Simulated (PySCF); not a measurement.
## Ionisation energy of Cs³⁵⁺ by level of theory

Cs³⁵⁺ [Ar] 3d2 (3F) → Cs³⁶⁺ [Ar] 3d1 (2D), as a difference of total energies. Calculation: PySCF 2.14, in an even-tempered Gaussian basis (18 s from 5.9 bohr⁻², ratio 2.5; 12 p from 7.7 bohr⁻², ratio 2.5; 7 d from 7.7 bohr⁻², ratio 2.5; 4 f from 27 bohr⁻², ratio 2.7; 3 g from 40 bohr⁻², ratio 2.7); the spin-free X2C one-electron Hamiltonian (Gaussian nucleus). Correlated levels: outer shells: [Ne] frozen; virtual orbitals above 40 to 60 times the deepest correlated orbital energy dropped. The calculations carry no spin-orbit coupling.

```tsv
method	ionisation energy (eV)
UHF	2321.3
LDA	2320.5
PBE	2321.2
PBE0	2321.6
r2SCAN	2322.9
B2PLYP	2321.7
M06-L	2322.3
MP2 (outer shells)	2321.0
SCS-MP2 (outer shells)	2321.0
```

A first-order spin-orbit estimate (lowest level to lowest level, LS coupling) adds 3.317 eV.

Breit and QED terms and the two-electron picture change are absent.

First order in ζ underestimates the shift of j = l − 1/2 levels at high Z.

For comparison: 2329 ± 5 eV (theoretical estimate listed by NIST; NIST Atomic Spectra Database, ionization energies).
